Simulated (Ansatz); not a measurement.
This singlet lies 1.07 eV below the relaxed triplet at the level frozen-core CCSD(T)/cc-pVTZ // PBE0-D3(BJ)/def2-TZVP (Ansatz, a first-principles code).

Calculation: PBE0-D3(BJ)/def2-TZVP run with Ansatz. No frequencies were computed at this level.

Ansatz 0.2 input:
```yaml
crystal:
  periodic: [false, false, false]
  atoms:
    - { symbol: F, position_ang: [2.52375, 0.416267, -0.3031] }
    - { symbol: Si, position_ang: [1.549451, -0.75531, 0.337723] }
    - { symbol: Si, position_ang: [-0.569013, 0.04338, -0.002918] }
    - { symbol: H, position_ang: [-1.259124, -1.032162, -0.743505] }
    - { symbol: H, position_ang: [-1.057793, 1.283136, -0.626563] }
    - { symbol: H, position_ang: [-1.187272, 0.044689, 1.338363] }
basis:
  gaussian: { orbitals: def2-tzvp }
hamiltonian:
  xc: pbe0
  dispersion: d3bj
relax:
  max_steps: 150
```

Output:

```
Functional definition: PBE0
824 factors; their error is unknown
mean field evaluation 1: about -18510.7702 eV, gradient 3.4e1 eV
mean field evaluation 2: about -18506.8688 eV, gradient 6.3e1 eV
mean field evaluation 4: about -18512.7864 eV, gradient 1.7e0 eV
mean field evaluation 8: about -18512.8719 eV, gradient 2.3e-2 eV
mean field -18512.87186785 eV, -680.3354926681 hartree, gradient 5.9e-5 eV, S^2 0.000000; 0 other end points of the search recorded, 0 dependent functions left out
reference -18512.87189605 eV, -680.3354937047 hartree; 20, 20 occupied and 103, 103 virtual orbitals, 824 factors
relax step   1: F+E_penalty+E_count = -18512.97425630 eV  Δ(F+E_penalty+E_count) = +0.000e0 eV  max|allowed force component| = 1.845e0 eV/Å  Δτ_max = 0.0000 Å  (25 SCF iters, accepted)
these checks for a lower state are left out or cut short: starts, cluster_reference, orbital_swaps, neighbouring_geometries, increment
824 factors; their error is unknown
mean field evaluation 16: about -18512.9234 eV, gradient 1.2e-1 eV
mean field -18513.00129862 eV, -680.3402491612 hartree, gradient 1.7e-5 eV, S^2 0.000000; 0 other end points of the search recorded, 0 dependent functions left out
reference -18513.00132703 eV, -680.3402502054 hartree; 20, 20 occupied and 103, 103 virtual orbitals, 824 factors
relax step   2: F+E_penalty+E_count = -18513.10356961 eV  Δ(F+E_penalty+E_count) = -1.293e-1 eV  max|allowed force component| = 6.463e-1 eV/Å  Δτ_max = 0.1421 Å  (28 SCF iters, accepted)
these checks for a lower state are left out or cut short: starts, cluster_reference, orbital_swaps, neighbouring_geometries, increment
824 factors; their error is unknown
mean field -18512.95325810 eV, -680.3384837047 hartree, gradient 1.0e-5 eV, S^2 0.000000; 0 other end points of the search recorded, 0 dependent functions left out
reference -18512.95328663 eV, -680.3384847532 hartree; 20, 20 occupied and 103, 103 virtual orbitals, 824 factors
relax step   3: F+E_penalty+E_count = -18513.05412482 eV  Δ(F+E_penalty+E_count) = +4.944e-2 eV  max|allowed force component| = 6.027e-1 eV/Å  Δτ_max = 0.2000 Å  (30 SCF iters, rejected (line search))
these checks for a lower state are left out or cut short: starts, cluster_reference, orbital_swaps, neighbouring_geometries, increment
824 factors; their error is unknown
mean field evaluation 32: about -18513.0440 eV, gradient 1.1e-4 eV
mean field -18513.04397366 eV, -680.3418174401 hartree, gradient 1.4e-5 eV, S^2 0.000000; 0 other end points of the search recorded, 0 dependent functions left out
reference -18513.04400205 eV, -680.3418184835 hartree; 20, 20 occupied and 103, 103 virtual orbitals, 824 factors
relax step   4: F+E_penalty+E_count = -18513.14567754 eV  Δ(F+E_penalty+E_count) = -4.211e-2 eV  max|allowed force component| = 2.788e-1 eV/Å  Δτ_max = 0.0976 Å  (28 SCF iters, accepted)
these checks for a lower state are left out or cut short: starts, cluster_reference, orbital_swaps, neighbouring_geometries, increment
824 factors; their error is unknown
mean field -18513.04849346 eV, -680.3419835396 hartree, gradient 1.2e-5 eV, S^2 0.000000; 0 other end points of the search recorded, 0 dependent functions left out
reference -18513.04852188 eV, -680.3419845841 hartree; 20, 20 occupied and 103, 103 virtual orbitals, 824 factors
relax step   5: F+E_penalty+E_count = -18513.15015693 eV  Δ(F+E_penalty+E_count) = -4.479e-3 eV  max|allowed force component| = 9.094e-2 eV/Å  Δτ_max = 0.0372 Å  (30 SCF iters, accepted)
these checks for a lower state are left out or cut short: starts, cluster_reference, orbital_swaps, neighbouring_geometries, increment
824 factors; their error is unknown
mean field -18513.04847305 eV, -680.3419827898 hartree, gradient 2.1e-5 eV, S^2 0.000000; 0 other end points of the search recorded, 0 dependent functions left out
reference -18513.04850150 eV, -680.3419838350 hartree; 20, 20 occupied and 103, 103 virtual orbitals, 824 factors
relax step   6: F+E_penalty+E_count = -18513.15008706 eV  Δ(F+E_penalty+E_count) = +6.986e-5 eV  max|allowed force component| = 1.033e-1 eV/Å  Δτ_max = 0.0080 Å  (28 SCF iters, rejected (line search))
these checks for a lower state are left out or cut short: starts, cluster_reference, orbital_swaps, neighbouring_geometries, increment
824 factors; their error is unknown
mean field -18513.04895640 eV, -680.3420005524 hartree, gradient 2.1e-5 eV, S^2 0.000000; 0 other end points of the search recorded, 0 dependent functions left out
reference -18513.04898483 eV, -680.3420015972 hartree; 20, 20 occupied and 103, 103 virtual orbitals, 824 factors
relax step   7: F+E_penalty+E_count = -18513.15059340 eV  Δ(F+E_penalty+E_count) = -4.365e-4 eV  max|allowed force component| = 1.064e-2 eV/Å  Δτ_max = 0.0038 Å  (29 SCF iters, accepted)
these checks for a lower state are left out or cut short: starts, cluster_reference, orbital_swaps, neighbouring_geometries, increment
824 factors; their error is unknown
mean field -18513.04896565 eV, -680.3420008922 hartree, gradient 1.0e-5 eV, S^2 0.000000; 0 other end points of the search recorded, 0 dependent functions left out
reference -18513.04899408 eV, -680.3420019371 hartree; 20, 20 occupied and 103, 103 virtual orbitals, 824 factors
relax step   8: F+E_penalty+E_count = -18513.15061694 eV  Δ(F+E_penalty+E_count) = -2.355e-5 eV  max|allowed force component| = 5.345e-3 eV/Å  Δτ_max = 0.0043 Å  (23 SCF iters, accepted)
824 factors; their error is unknown
mean field evaluation 64: about -18513.0490 eV, gradient 1.0e-5 eV
mean field -18513.04896565 eV, -680.3420008922 hartree, gradient 1.0e-5 eV, S^2 0.000000; 1 other end points of the search recorded, 0 dependent functions left out
reference -18513.04899408 eV, -680.3420019371 hartree; 20, 20 occupied and 103, 103 virtual orbitals, 824 factors
Total energy: -18513.15064537 eV, -680.3457375533 hartree
Atom 0 at     2.417337     0.508288    -0.347001 Å, force    -0.000528     0.000688    -0.000355 eV/Å
Atom 1 at     1.675396    -0.756556     0.333825 Å, force    -0.000453    -0.000606     0.000345 eV/Å
Atom 2 at    -0.633412    -0.020971     0.032868 Å, force    -0.000651     0.005334    -0.002747 eV/Å
Atom 3 at    -1.361777    -1.062837    -0.752006 Å, force     0.000153     0.000020     0.000109 eV/Å
Atom 4 at    -0.808716     1.295472    -0.641866 Å, force     0.001352    -0.005345     0.002722 eV/Å
Atom 5 at    -1.288830     0.036605     1.374179 Å, force     0.000128    -0.000091    -0.000074 eV/Å
Dipole moment:    -0.047701    -0.116253     0.061905 e Å
```

Cost: around 21 core-seconds (rough).
